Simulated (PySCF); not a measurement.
Cartesian coordinates (Å):
```xyz
9

W     -0.0163     0.0128    -0.0358
Cl    -0.9028    -1.2947    -1.7800
Cl     0.4811    -1.9418     1.1762
Cl    -0.5133     1.9677    -1.2469
Cl     0.8697     1.3206     1.7076
O      1.6508    -0.0570    -0.8331
H      2.5222    -0.1057    -1.2539
O     -1.6841     0.0801     0.7604
H     -2.5586     0.1191     1.1758
```
Charge 0, multiplicity 1.

Q: Give the total energy, HOMO, dipole moment, HOMO–LUMO gap, charge on the central atom (Mulliken) and LUMO at the level TPSSh-D3(BJ)/def2-TZVP // BP86-D3(BJ)/def2-SVP (PySCF).

A: 
```json
{
  "total_energy": "-2059.9891 Ha",
  "HOMO": "-7.77 eV",
  "dipole_moment": "0.01 D",
  "HOMO–LUMO gap": "2.71 eV",
  "charge on the central atom (Mulliken)": "1.31 e",
  "LUMO": "-5.06 eV"
}
```
